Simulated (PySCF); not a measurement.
Vinylfuran, C6H6O.
Structure used (GFN2-xTB), in Å, numbered top down from 1:
```
atom  x, y, z in Å
C1    -2.4390    0.4525    0.2650
C2    -1.5150   -0.4219   -0.1212
C3    -0.0948   -0.1825   -0.0713
C4     0.9520   -0.9946   -0.4370
C5     2.1319   -0.2640   -0.1807
C6     1.7247    0.9354    0.3200
O7     0.3878    0.9952    0.3901
H8    -2.1665    1.4207    0.6491
H9    -3.4892    0.2270    0.2083
H10   -1.7914   -1.3934   -0.5069
H11    0.8821   -1.9854   -0.8374
H12    3.1401   -0.5845   -0.3452
H13    2.2729    1.7960    0.6494
```

The closed-shell SCF was solved with PySCF and density fitting under several settings on one GFN2-xTB geometry (grid level 2 and gas phase unless stated).

| settings | basis functions | SCF cycles | E (Eh) | HOMO (eV) | LUMO (eV) | dipole (D) |
| --- | --- | --- | --- | --- | --- | --- |
| PBE0/pcSseg-1 | 149 | 14 | -307.0338 | -6.14 | -0.84 | 0.76 |
| CAM-B3LYP/def2-SVPD | 191 | 13 | -307.0592 | -7.33 | 0.15 | 0.80 |
| PW91/MINI, energy threshold 1e-11 Eh, start guess sap | 41 | 14 | -304.8562 | -7.64 | -3.85 | 0.50 |
| KT3/def2-SVP, IEF-PCM chloroform, energy threshold 1e-08 Eh | 128 | 10 | -312.0208 | -5.11 | -1.57 | 0.94 |
| PBE0/Sadlej pVTZ, grid level 1, level shift 0.2 Eh | 222 | 12 | -307.1335 | -6.10 | -0.94 | 0.78 |

Task: Estimate the row for these settings: OLYP/6-31++G**.

Result: 
```csv
settings,basis functions,SCF cycles,E (Eh),HOMO (eV),LUMO (eV),dipole (D)
OLYP/6-31++G**,162,15,-307.3413,-5.01,-1.57,0.83
```

Task: Over all rows, what range does the HOMO–LUMO gap span?

Result: From 3.44 eV (OLYP/6-31++G**) to 7.48 eV (CAM-B3LYP/def2-SVPD). The functional of the narrowest has no exact exchange, that of the widest range-separated exact exchange.

Task: And the dipole moment?

Result: From 0.50 D (PW91/MINI, energy threshold 1e-11 Eh, start guess sap) to 0.94 D (KT3/def2-SVP, IEF-PCM chloroform, energy threshold 1e-08 Eh); the largest is 1.88 times the smallest, and the median is 0.79 D.

Task: Compare two rows with the functional PBE0: PBE0/pcSseg-1 and PBE0/Sadlej pVTZ, grid level 1, level shift 0.2 Eh. Which energy is lower, and by how much?

Result: PBE0/Sadlej pVTZ, grid level 1, level shift 0.2 Eh (222 functions) lies 0.0997 Eh or 63 kcal/mol below PBE0/pcSseg-1 (149 functions).

Cycle counts include a coarse-grid stage where the run had one. All basis functions are spherical, in the Pople sets too. KT3 was designed for NMR shieldings or shifts; total energies of different functionals aren't comparable. Geometry: GFN2-xTB, one conformer.
